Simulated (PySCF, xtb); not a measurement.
calicene (C8H6), SMILES C1C(C=CC=1)=C1C=C1.

Harmonic wavenumbers (cm⁻¹) from GFN2-xTB (xtb) at its own minimum, in rising order: 126, 134, 199, 390, 485, 495, 548, 582, 737, 740, 784, 788, 794, 852, 855, 869, 870, 930, 995, 1043, 1083, 1092, 1180, 1217, 1293, 1352, 1504, 1590, 1591, 1897, 3117, 3124, 3138, 3142, 3216, 3238.

Problem. What does PBE-D3(BJ)/def2-SVP run with PySCF give at its own minimum? (An estimate is asked for; the answer gives what the named calculation found.)

Solution. 135, 140, 204, 424, 476, 479, 577, 623, 683, 710, 744, 803, 858, 868, 895, 902, 910, 912, 1007, 1030, 1046, 1075, 1183, 1203, 1309, 1372, 1469, 1545, 1560, 1804, 3137, 3148, 3164, 3170, 3183, 3222. Paired by order, the mean absolute difference is 27 cm⁻¹ and the zero-point energies are 65.7 and 65.7 kcal/mol.
